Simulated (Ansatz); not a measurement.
Molecule: C5H7Si (charge -1, singlet). It need not be the lowest isomer of its formula. Whether it binds its extra electron was not tested at this geometry. 
Coordinates optimised at B3LYP-D3(BJ)/def2-TZVP (Ansatz, a quantum-chemistry and plane-wave program):
SMILES: [SiH3]C1=[C-]CC=C1
```xyz
13

Si     2.0554     0.0199    -0.0938
C      0.2284     0.0160    -0.0032
C     -0.4248     1.0384     0.6596
C     -1.9072     0.6647     0.5078
C     -1.9724    -0.6236    -0.2809
C     -0.7059    -0.9796    -0.5662
H      2.7620    -0.0531     1.2234
H      2.6589     1.2084    -0.7732
H      2.6010    -1.1562    -0.8633
H     -2.3698     0.5706     1.5007
H     -2.4485     1.4846     0.0144
H     -2.8706    -1.1612    -0.5647
H     -0.4179    -1.8663    -1.1267
```
Charge -1, spin multiplicity 1.

Parts of the frozen-core correlation energy in cc-pV(Q+d)Z (Ansatz, hartree). Frozen orbitals: 10; correlated occupied orbitals by spin: 16 and 16; virtual: 523 and 523. No spin-orbit coupling. Non-relativistic. The restricted reference is unstable.

```json
[
 {"term": "reference (HF)", "value": "-482.33651"},
 {"term": "MP2 opposite-spin", "value": "[?]"},
 {"term": "MP2 same-spin", "value": "-0.22818"},
 {"term": "CCSD correlation", "value": "[?]"},
 {"term": "(T)", "value": "[?]"},
 {"term": "T1 diagnostic", "value": "0.016"},
 {"term": "largest doubles amplitude", "value": "0.033"}
]
```

### Question
Fill in the missing entries.

### Answer

- MP2 opposite-spin, value: -0.77046
- CCSD correlation, value: -1.03003
- (T), value: -0.05544
